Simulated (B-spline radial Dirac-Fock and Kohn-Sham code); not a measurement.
**What relativity does to the binding energies of Xe²⁵⁺**

System: the Xe²⁵⁺ ion in the configuration 1s2 2s2 2p6 3s2 3p6 3d10 4s1.

Both columns are ΔSCF binding energies of the configuration average from a radial finite-basis atomic code: non-relativistic Hartree-Fock with a point nucleus, and Dirac-Fock with a finite nucleus and the Coulomb interaction alone, averaged over the two j levels with weights 2j+1.

```
shell  Hartree-Fock (eV)  Dirac-Fock (eV)  shift (eV)  shift (%)
   1s            34083.5          35527.2    +1443.66      +4.24
   2s             5923.2           6287.5     +364.33      +6.15
   2p             5610.1           5723.5     +113.34      +2.02
   3p             1698.1           1729.1      +31.05      +1.83
   3d             1457.2           1452.7       -4.56      -0.31
   4s              830.2            856.8      +26.56      +3.20
```

Relativity binds 1s, 2s, 2p, 3p, 4s more strongly, among those listed most of all 2s in relative terms, and 3d more weakly, because the contracted s and p shells screen the nucleus better.

Values without a named source are computed, but for edge energies of neutral atoms, which are taken from tables.
